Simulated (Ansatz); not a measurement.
Consider the ligand exchange at a B–C bond: `CB[CH2][GaH2]` + H₂S → `CBS` + `[CH3][GaH2]`.

Gas-phase electronic energies from Ansatz, PBE0-D4/def2-TZVP geometries. CCSD(T)/CBS is the MP2 limit (def2-TZVPP, def2-QZVPP) plus CCSD(T) − MP2 in def2-TZVPP, frozen cores. This one scheme is used for every species. Functionals use def2-TZVPP. B3LYP here is the variant with VWN-RPA as its local correlation; programs differ in this. For Ga outer-core shells are correlated without core-valence functions, which leaves a few kJ/mol of doubt a bond. Scalar relativity is left out up to krypton. One conformer a species, not always the lowest.

| level | ΔE (kJ/mol) | difference from CCSD(T)/CBS |
| --- | --- | --- |
| PBE-D4 | -64.0 | -4.8 |
| r2SCAN-D4 | -64.7 | -5.5 |
| PBE0-D4 | -62.7 | -3.5 |
| B3LYP-D4 | -61.3 | -2.1 |
| ωB97X-V | -62.8 | -3.6 |
| ωB97M-V | -60.8 | -1.6 |
| B2PLYP | -64.8 | -5.6 |
| PBE | -67.1 | -7.9 |
| r2SCAN | -65.7 | -6.5 |
| PBE0 | -65.6 | -6.4 |
| B3LYP | -66.1 | -6.9 |
| HF/def2-TZVPP | -64.6 | -5.4 |
| MP2/def2-TZVPP | -61.0 | -1.8 |
| SCS-MP2/def2-TZVPP | -60.9 | -1.7 |
| CCSD/def2-TZVPP | -59.0 | 0.2 |
| CCSD(T)/def2-TZVPP | -59.6 | -0.4 |
| HF/def2-QZVPP | -63.9 | -4.7 |
| MP2/def2-QZVPP | -60.5 | -1.3 |
| SCS-MP2/def2-QZVPP | -60.7 | -1.5 |
| HF/CBS(def2) | -63.9 | -4.7 |
| MP2/CBS(def2) | -60.6 | -1.4 |
| CCSD/CBS(def2) | -58.7 | 0.5 |
| CCSD(T)/CBS | -59.2 | 0 |

Largest T1 diagnostic among the species: 0.013.

The D4 term adds +4.8 kJ/mol with B3LYP and +2.9 kJ/mol with PBE0; it sums over pairs of atoms, weighted by their polarisabilities, and B3LYP, whose exchange is more repulsive, gets the larger term. In def2-TZVPP, CCSD(T) changes the Hartree–Fock value by +5.0 kJ/mol (the triples alone add −0.5 kJ/mol) and MP2 by +3.6 kJ/mol.
